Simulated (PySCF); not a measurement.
Unrelated species, one level of theory. Theory: PySCF, TDDFT wB97X-D/def2-SVPD, vertical, gas phase, core orbitals frozen in the response. Geometries: GFN2-xTB; one conformer of each isolated species. Triplets are in the Tamm–Dancoff approximation. 'Strongest' means the level of largest summed f among the lowest 8 singlets; it needn't be the same kind of state in each.

Task: Rank by computed energy of the strongest computed level, lowest first.
A. `C#CCC#N`
B. `C#C[C@@H]1C=N1`
C. `Cc1cc[pH]c1C`
D. `CC#CC#N`
E. `N#CC1C=C1`

Result: C (5.35 eV), E (6.91 eV), B (7.54 eV), D (7.87 eV), A (8.09 eV).

```tsv
SMILES	strongest (eV)	α (au)	LUMO (eV)	first f ≥ 0.01 (nm)	gap (eV)	S1 (eV)	S1 mainly
Cc1cc[pH]c1C	5.35	92.8	0.84	267	8.90	4.64	H→L (96%)
N#CC1C=C1	6.91	46.4	0.93	195	11.41	6.35	H→L (91%)
C#C[C@@H]1C=N1	7.54	49.0	0.88	201	10.10	4.88	H→L (88%)
CC#CC#N	7.87	54.4	0.66	–	10.85	5.23	H-1/H→L/L+1 (≥90%)
C#CCC#N	8.09	47.5	1.80	155	12.28	6.73	H→L (34%)
```

H and L stand for HOMO and LUMO; a dash means that no computed state gives the value. A slash joins orbitals within 0.01 eV of each other, whose weights are summed (≥ marks a lower bound).

- `Cc1cc[pH]c1C`: Löwdin shares by element: HOMO carbon 78% or more (atoms not listed hold the other 22%); LUMO carbon 52% or more, phosphorus 14% (atoms not listed hold the other 34%).
- `N#CC1C=C1`: Löwdin shares by element: HOMO carbon 52% or more, nitrogen 32% (atoms not listed hold the other 17%); LUMO carbon 80% or more, hydrogen 7% or more.
- `C#C[C@@H]1C=N1`: Löwdin shares by element: HOMO carbon 64% or more, nitrogen 20% (atoms not listed hold the other 16%); LUMO carbon 48% or more, nitrogen 38%, hydrogen 8% or more.
- `CC#CC#N`: Löwdin shares by element: HOMO (one of a set within 0.03 eV) carbon 69% or more, nitrogen 21%; LUMO (one of a set within 0.03 eV) carbon 64% or more, nitrogen 23%.
- `C#CCC#N`: Löwdin shares by element: HOMO carbon 88% or more; LUMO carbon 67% (atoms not listed hold the other 33%).
